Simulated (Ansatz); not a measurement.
Q: Name a neutral molecule of B, Cl, N, Si and H with HOMO–LUMO gap (PBE/def2-TZVPP) between 5.40 and 5.70 eV and size of the dipole moment (B3LYP/def2-TZVPP) between 1.40 and 1.70 D (Ansatz, PBE0-D4/def2-TZVP geometry).

A: `[SiH3]N([SiH3])B(Cl)Cl` (5.56 eV, 1.50 D); `[SiH3]N([SiH3])BCl` (5.64 eV, 1.44 D). Other molecules can fit too; these were computed, each in one conformer that needn't be the lowest.

B3LYP here is the variant with VWN-RPA as its local correlation; programs differ in this.
